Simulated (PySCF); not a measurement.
Löwdin shares of the frontier orbitals

Species: AlMe2Ph, C8H11Al.
Structure used (PBE0-D3(BJ)/def2-SVP), in Å, numbered top down from 1:
```xyz
20
C8H11Al angstrom
Al     0.771    1.355    0.004
C      2.700    1.318    0.351
H      3.208    0.527   -0.226
H      2.899    1.099    1.416
H      3.197    2.274    0.121
C     -0.225    3.004   -0.352
H     -1.182    3.038    0.196
H     -0.482    3.075   -1.424
H      0.341    3.914   -0.097
C     -0.207   -0.343    0.008
C     -1.589   -0.398   -0.260
C     -2.288   -1.604   -0.260
C     -1.616   -2.796    0.012
C     -0.248   -2.775    0.281
C      0.442   -1.563    0.277
H     -2.137    0.526   -0.474
H     -3.360   -1.618   -0.472
H     -2.160   -3.744    0.013
H      0.282   -3.707    0.495
H      1.517   -1.570    0.490
```

Computed with TDDFT CAM-B3LYP/def2-SVPD, vertical, gas phase, core orbitals frozen in the response (PySCF).

Kohn–Sham orbitals with the atoms that hold most of them (Löwdin shares over 4%, at most four atoms):

| orbital | ε (eV) | atoms |
| --- | --- | --- |
| HOMO-3 | -9.12 | C6 29%, C2 29%, Al1 19%, H7 4% |
| HOMO-2 | -9.00 | C10 31%, Al1 18%, C2 9%, C6 9% |
| HOMO-1 | -8.45 | C10 26%, C13 23%, C15 12%, C12 11% |
| HOMO | -8.44 | C14 21%, C11 21%, C12 20%, C15 19% |
| LUMO | -0.11 | Al1 31%, C10 15%, C13 11%, C15 8% |
| LUMO+1 | 0.44 | Al1 60%, C6 5%, C2 5% |
| LUMO+2 | 0.85 | C12 18%, C14 18%, C11 18%, C15 17% |

Task: How does S1 compare with the orbital gap of 8.33 eV?

Result: S1 is at 5.18 eV (f = 0.0048), 3.15 eV below the gap, made of HOMO→LUMO (63%), HOMO-1→LUMO+2 (29%). Without the coupling terms of the response equations the lowest excitation would equal the gap.

Next come S2 at 5.35 eV (f 0.0003), HOMO-2→LUMO (97%); S3 at 5.63 eV (f 0.194), HOMO-1→LUMO (85%), HOMO→LUMO+2 (10%); S4 at 5.68 eV (f 0.0039), HOMO-3→LUMO (87%), HOMO-3→LUMO+3 (10%); S5 at 6.34 eV (f 0.0000), HOMO-2→LUMO+2 (94%).

Hardware: 2 threads of an Intel Xeon 6975P-C, on a shared host. Cost: 53 s wall, 2.0 min CPU (grids of density and orbitals included), 1.8 GiB resident at most.

One conformer stands for the species.
